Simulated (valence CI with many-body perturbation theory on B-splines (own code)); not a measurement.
**Hyperfine factors and g values of Au64+**

Computed by valence CI with perturbative core correlation (CI+MBPT): five valence electrons over a frozen Dirac-Fock core [Ne], radial functions for each j: 11 s, 11 p, 10 d, 8 f, 5 g, 2 h, with the one-electron correlation potential Σ1, the two-electron term Σ2, the three-electron term Σ3, Breit, model QED; selected CI, second order for the rest, scaled by the run's own slope (own B-spline code, finite nucleus).

No measured spectrum was set against this ion. As an estimate, large intervals hold to a few tenths of a per cent, small ones and those within an open d or f shell to about a per cent. Among the levels kept, up to 3200 cm⁻¹ of a level comes from second order outside the variational space, and about a tenth of that is noise between levels of different J, which matters for small intervals.

A/g_I is the dipole constant over the nuclear g factor μ/I (μ in nuclear magnetons, uniformly magnetised nucleus), B/Q the quadrupole constant per barn. Both hold the static response of the core; the bare values leave it out. Large factors of s and p1/2 electrons are usually good to 5 to 10 %; those of open d and f shells near neutrality can be off by tens of per cent, and small factors of p3/2, d and f electrons come from cancelling terms and can be off by a factor of two or in sign, in half-filled shells by more. B is blank for J = 1/2, where it vanishes, and for nearly pure S terms. Energies count from the lowest level.

Levels are named by their leading jj configuration (3d3/2^4 stands for four electrons in 3d with j = 3/2), which in mixed levels can hold well under half, so a name can repeat and another be missing. Letters in brackets count levels of one name in rising energy.

```tsv
Level	E (× 10³ cm⁻¹)	g	A/g_I (MHz)	A/g_I bare	B/Q (MHz/b)	B/Q bare
(3s^2 3p1/2^2 3p3/2) J=3/2	0.00	1.334	263000	262000	526000	519000
(3s^2 3p1/2^2 3d3/2) J=3/2	2015.5	0.777	142000	146000	90300	93000
(3s^2 3p1/2^2 3d5/2) J=5/2	3023.2	1.191	58500	61900	81300	84100
(3s^2 3p1/2 3p3/2^2) J=3/2	3806.1	1.452	-198000	-191000	32000	31600
(3s^2 3p1/2 3p3/2^2) J=5/2	3907.8	1.184	735000	726000	-910	-890
(3s^2 3p1/2 3p3/2^2) J=1/2	4043.3	0.644	2600000	2560000		
(3s 3p1/2^2 3p3/2^2) J=5/2	5371.0	1.452	1670000	1640000	89500	88300
(3s 3p1/2^2 3p3/2^2) J=3/2	5623.2	1.142	-895000	-871000	-43700	-43000
(3s 3p1/2^2 3p3/2^2) J=1/2	5648.3	2.009	6790000	6660000		
(3s^2 3p1/2 3p3/2 3d3/2) J=5/2 [a]	5796.5	0.955	549000	544000	-48700	-46400
(3s^2 3p1/2 3p3/2 3d3/2) J=1/2 [a]	5827.0	0.224	955000	945000		
(3s^2 3p1/2 3p3/2 3d3/2) J=3/2 [a]	5831.5	0.901	553000	548000	-315000	-311000
(3s^2 3p1/2 3p3/2 3d3/2) J=7/2	5903.6	1.013	545000	540000	591000	588000
(3s^2 3p1/2 3p3/2 3d3/2) J=5/2 [b]	6167.4	1.147	54100	58400	553000	548000
(3s^2 3p1/2 3p3/2 3d3/2) J=1/2 [b]	6263.6	1.658	1860000	1830000		
(3s^2 3p1/2 3p3/2 3d3/2) J=3/2 [b]	6275.2	1.209	-161000	-152000	25000	23300
(3s^2 3p1/2 3p3/2 3d5/2) J=7/2 [a]	6687.2	1.300	-138000	-131000	582000	578000
(3s^2 3p1/2 3p3/2 3d5/2) J=9/2	6799.4	1.176	408000	405000	597000	594000
(3s^2 3p1/2 3p3/2 3d5/2) J=3/2 [a]	6802.4	1.323	-422000	-409000	-200000	-196000
(3s^2 3p1/2 3p3/2 3d5/2) J=5/2 [a]	6832.3	1.110	527000	522000	-383000	-377000
(3s^2 3p1/2 3p3/2 3d5/2) J=5/2 [b]	6998.1	1.280	-129000	-122000	12600	14100
(3s^2 3p1/2 3p3/2 3d5/2) J=7/2 [b]	7015.9	1.125	472000	467000	-18800	-16100
(3s^2 3p1/2 3p3/2 3d5/2) J=3/2 [b]	7092.1	0.932	786000	776000	52200	52400
(3s^2 3p1/2 3p3/2 3d5/2) J=1/2	7124.4	1.221	-810000	-790000		
(3s 3p1/2^2 3p3/2 3d3/2) J=5/2 [a]	7352.1	1.248	1320000	1300000	164000	161000
(3s 3p1/2^2 3p3/2 3d3/2) J=3/2 [a]	7370.1	1.238	657000	651000	11200	9190
(3s 3p1/2^2 3p3/2 3d3/2) J=1/2 [a]	7391.6	2.330	3990000	3920000		
(3s 3p1/2^2 3p3/2 3d3/2) J=7/2	7448.2	1.229	1250000	1230000	577000	573000
(3s 3p1/2^2 3p3/2 3d3/2) J=3/2 [b]	7604.0	1.006	700000	692000	-270000	-267000
(3s 3p1/2^2 3p3/2 3d3/2) J=5/2 [b]	7692.2	0.864	-274000	-263000	289000	288000
(3s 3p1/2^2 3p3/2 3d3/2) J=1/2 [b]	7735.8	0.551	1340000	1320000		
(3s^2 3p3/2^3) J=3/2	7867.9	1.304	277000	276000	-554000	-547000
(3s^2 3p1/2 3d3/2^2) J=5/2	7944.4	0.795	387000	386000	129000	128000
(3s 3p1/2^2 3p3/2 3d5/2) J=9/2	8243.9	1.337	975000	962000	592000	589000
(3s^2 3p1/2 3d3/2^2) J=1/2	8316.0	0.633	2590000	2540000		
(3s^2 3p1/2 3d3/2^2) J=3/2	8344.3	0.807	-386000	-372000	-45700	-44900
(3s 3p1/2^2 3p3/2 3d5/2) J=5/2 [a]	8394.2	1.367	1450000	1430000	-286000	-282000
(3s 3p1/2^2 3p3/2 3d5/2) J=7/2 [a]	8456.4	1.263	656000	648000	275000	274000
(3s 3p1/2^2 3p3/2 3d5/2) J=3/2 [a]	8491.3	1.103	-804000	-782000	-278000	-275000
(3s 3p1/2^2 3p3/2 3d5/2) J=7/2 [b]	8602.5	1.175	-152000	-143000	292000	292000
```

**Question.** Take the isotope of mass number 197, with I = 3/2, μ = 0.1452 μN and Q = 0.547 b. What is the hyperfine structure of (3s^2 3p1/2^2 3d5/2) J=5/2?

**Answer.** From the table A = 5660 MHz, B = 44500 MHz. Shifts from the centre of gravity in MHz: F = 1: 1440, F = 2: -22800, F = 3: -25900, F = 4: 32400.
